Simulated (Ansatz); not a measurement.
Ansatz (a program for electronic structure) input (B3LYP-D3(BJ)/def2-TZVP):

Ansatz 0.2 input:
```yaml
crystal:
  periodic: [false, false, false]
  atoms:
    - {symbol: Ga, position_ang: [-0.89226892, -0.74702618, -0.79058126]}
    - {symbol: O, position_ang: [0.39337967, -0.10061687, 0.25054758]}
    - {symbol: H, position_ang: [0.53331993, 0.80276270, 0.58877004]}
basis:
  gaussian:
    orbitals: def2-TZVP
hamiltonian:
  xc: b3lyp
  dispersion: d3bj
total_charge: 1
magnetization: {spin_polarized: true, initial_magnetization: 1}
relax: {f_tol: 0.002, max_steps: 150}
```

Output:

```
Functional definition: B3LYP
integrals: 0.02 GiB planned
598 factors; their error is unknown
mean field: 0.30 GiB planned
mean field evaluation 1: about -54409.1641 eV, gradient 8.7e1 eV
mean field evaluation 2: about -54206.9639 eV, gradient 1.5e2 eV
mean field evaluation 4: about -54434.5141 eV, gradient 1.1e1 eV
mean field evaluation 8: about -54434.8350 eV, gradient 8.0e-2 eV
mean field evaluation 16: about -54434.9863 eV, gradient 1.1e-4 eV
mean field -54434.98632995 eV, -2000.4488502666 hartree, gradient 1.5e-5 eV, S^2 0.757188; 1 other end points of the search recorded, 0 dependent functions left out
the calculation of the forces begins
reference -54434.98650680 eV, -2000.4488567659 hartree; 20, 19 occupied and 65, 66 virtual orbitals, 598 factors
relax step   1: F+E_penalty+E_count = -54435.04438152 eV  Δ(F+E_penalty+E_count) = +0.000e0 eV  max|allowed force component| = 4.551e-1 eV/Å  Δτ_max = 0.0000 Å  (46 SCF iters, accepted)
these checks for a lower state are left out or cut short: starts, cluster_reference, orbital_swaps, neighbouring_geometries, increment
integrals: 0.02 GiB planned
598 factors; their error is unknown
mean field: 0.30 GiB planned
mean field -54435.00873595 eV, -2000.4496736719 hartree, gradient 1.6e-5 eV, S^2 0.757123; 0 other end points of the search recorded, 0 dependent functions left out
the calculation of the forces begins
reference -54435.00891267 eV, -2000.4496801662 hartree; 20, 19 occupied and 65, 66 virtual orbitals, 598 factors
relax step   2: F+E_penalty+E_count = -54435.06690110 eV  Δ(F+E_penalty+E_count) = -2.252e-2 eV  max|allowed force component| = 4.003e-1 eV/Å  Δτ_max = 0.0234 Å  (37 SCF iters, accepted)
these checks for a lower state are left out or cut short: starts, cluster_reference, orbital_swaps, neighbouring_geometries, increment
integrals: 0.02 GiB planned
598 factors; their error is unknown
mean field: 0.30 GiB planned
mean field evaluation 32: about -54434.7956 eV, gradient 4.6e0 eV
mean field -54435.03584653 eV, -2000.4506699675 hartree, gradient 6.8e-6 eV, S^2 0.757461; 0 other end points of the search recorded, 0 dependent functions left out
the calculation of the forces begins
reference -54435.03602363 eV, -2000.4506764759 hartree; 20, 19 occupied and 65, 66 virtual orbitals, 598 factors
relax step   3: F+E_penalty+E_count = -54435.09427662 eV  Δ(F+E_penalty+E_count) = -2.738e-2 eV  max|allowed force component| = 2.567e-1 eV/Å  Δτ_max = 0.0754 Å  (35 SCF iters, accepted)
these checks for a lower state are left out or cut short: starts, cluster_reference, orbital_swaps, neighbouring_geometries, increment
integrals: 0.02 GiB planned
598 factors; their error is unknown
mean field: 0.30 GiB planned
mean field -54435.03730560 eV, -2000.4507235874 hartree, gradient 1.1e-5 eV, S^2 0.757499; 0 other end points of the search recorded, 0 dependent functions left out
the calculation of the forces begins
reference -54435.03748267 eV, -2000.4507300946 hartree; 20, 19 occupied and 65, 66 virtual orbitals, 598 factors
relax step   4: F+E_penalty+E_count = -54435.09569144 eV  Δ(F+E_penalty+E_count) = -1.415e-3 eV  max|allowed force component| = 2.992e-2 eV/Å  Δτ_max = 0.0136 Å  (37 SCF iters, accepted)
these checks for a lower state are left out or cut short: starts, cluster_reference, orbital_swaps, neighbouring_geometries, increment
integrals: 0.02 GiB planned
598 factors; their error is unknown
mean field: 0.30 GiB planned
mean field -54435.03732956 eV, -2000.4507244677 hartree, gradient 1.1e-5 eV, S^2 0.757478; 0 other end points of the search recorded, 0 dependent functions left out
the calculation of the forces begins
reference -54435.03750663 eV, -2000.4507309748 hartree; 20, 19 occupied and 65, 66 virtual orbitals, 598 factors
relax step   5: F+E_penalty+E_count = -54435.09572595 eV  Δ(F+E_penalty+E_count) = -3.451e-5 eV  max|allowed force component| = 2.213e-2 eV/Å  Δτ_max = 0.0030 Å  (38 SCF iters, accepted)
these checks for a lower state are left out or cut short: starts, cluster_reference, orbital_swaps, neighbouring_geometries, increment
integrals: 0.02 GiB planned
598 factors; their error is unknown
mean field: 0.30 GiB planned
mean field -54435.03733839 eV, -2000.4507247923 hartree, gradient 7.5e-6 eV, S^2 0.757488; 0 other end points of the search recorded, 0 dependent functions left out
the calculation of the forces begins
reference -54435.03751546 eV, -2000.4507312996 hartree; 20, 19 occupied and 65, 66 virtual orbitals, 598 factors
relax step   6: F+E_penalty+E_count = -54435.09573267 eV  Δ(F+E_penalty+E_count) = -6.717e-6 eV  max|allowed force component| = 4.563e-4 eV/Å  Δτ_max = 0.0006 Å  (27 SCF iters, accepted)
integrals: 0.02 GiB planned
598 factors; their error is unknown
mean field: 0.30 GiB planned
mean field evaluation 64: about -54435.0373 eV, gradient 7.8e-6 eV
mean field -54435.03733839 eV, -2000.4507247923 hartree, gradient 7.8e-6 eV, S^2 0.757488; 2 other end points of the search recorded, 0 dependent functions left out
the calculation of the forces begins
reference -54435.03751546 eV, -2000.4507312996 hartree; 20, 19 occupied and 65, 66 virtual orbitals, 598 factors
Total energy: -54435.09590974 eV, -2000.4528772498 hartree
Atom 0 at    -0.886715    -0.694188    -0.772572 Å, force     0.000442     0.000170     0.000344 eV/Å
Atom 1 at     0.459452    -0.146861     0.282600 Å, force    -0.000456     0.000021    -0.000302 eV/Å
Atom 2 at     0.461694     0.796168     0.538709 Å, force     0.000014    -0.000191    -0.000042 eV/Å
Dipole moment:    -0.311598     0.157609    -0.167487 e Å
```
